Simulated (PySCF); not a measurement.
SMILES C[O][Sn]([S]C)([S]C)[S]C (GFN2-xTB optimised geometry):

```
21

C      1.352    -0.934    -1.107
O      0.527    -1.162     0.000
Sn    -1.537    -1.162     0.000
S     -1.876    -2.220     2.191
C     -0.426    -3.295     2.388
S     -2.318    -2.310    -2.043
C     -3.902    -1.484    -2.391
S     -2.376     1.162     0.000
C     -1.666     1.808     1.543
H      1.140    -1.625    -1.926
H      2.376    -1.103    -0.765
H      1.269     0.092    -1.474
H     -0.554    -4.195     1.798
H      0.466    -2.757     2.092
H     -0.386    -3.538     3.445
H     -3.788    -0.408    -2.321
H     -4.663    -1.841    -1.707
H     -4.155    -1.763    -3.409
H     -2.069     1.264     2.391
H     -0.584     1.738     1.511
H     -1.971     2.848     1.588
```

Calculation: B3LYP/def2-SVP, def2 effective core potentials past Kr (PySCF).

Task: What are the frontier orbital energies and the dipole moment?

Result: HOMO-2 -6.67 eV, HOMO-1 -6.58 eV, HOMO -6.43 eV, LUMO -2.15 eV, LUMO+1 -0.52 eV; dipole moment 0.47 D.

On the same geometry PBE/def2-SVP, def2 effective core potentials past Kr in PySCF 2.14.0 gives HOMO-2 -5.65 eV, HOMO-1 -5.59 eV, HOMO -5.46 eV, LUMO -2.73 eV, LUMO+1 -1.17 eV; dipole moment 0.45 D.
